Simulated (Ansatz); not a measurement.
Two isomers of C6H12O2: A = `CC(=O)OC(C)(C)C`, B = `CCCCOC(C)=O`.

Gas-phase electronic energies from Ansatz, PBE0-D4/def2-TZVP geometries. CCSD(T)/CBS adds triple-zeta CCSD(T) − MP2 to the extrapolated MP2 energy (def2 sets, frozen cores). DFT in def2-TZVPP. B3LYP here is the variant with VWN-RPA as its local correlation; programs differ in this. One conformer a species, not always the lowest.

(1) Which isomer does CCSD(T)/CBS put lower? Give the gap. (An estimate is asked.)

(2) Give E(B) − E(A) in kJ/mol with BLYP-D4, ωB97M-V, PBE0-D4, HF/def2-TZVPP, B3LYP-D4, MP2/def2-TZVPP, CCSD(T)/def2-TZVPP. (Best estimate.)

Largest T1 diagnostic: 0.013.

Results:

(1) Computed: A, by 20.6 kJ/mol.

(2) The calculation gave: BLYP-D4 18.4, ωB97M-V 20.6, PBE0-D4 15.7, HF/def2-TZVPP 4.6, B3LYP-D4 17.3, MP2/def2-TZVPP 23.1, CCSD(T)/def2-TZVPP 20.3. None reverses the order clearly.

The D4 term adds +9.4 kJ/mol with B3LYP and +5.2 kJ/mol with PBE0; it sums over pairs of atoms, weighted by their polarisabilities, and B3LYP, whose exchange is more repulsive, gets the larger term. From BLYP to BHLYP (50 % exact exchange), in def2-TZVPP and without D4, E(B) − E(A) moves by +3.9 kJ/mol.
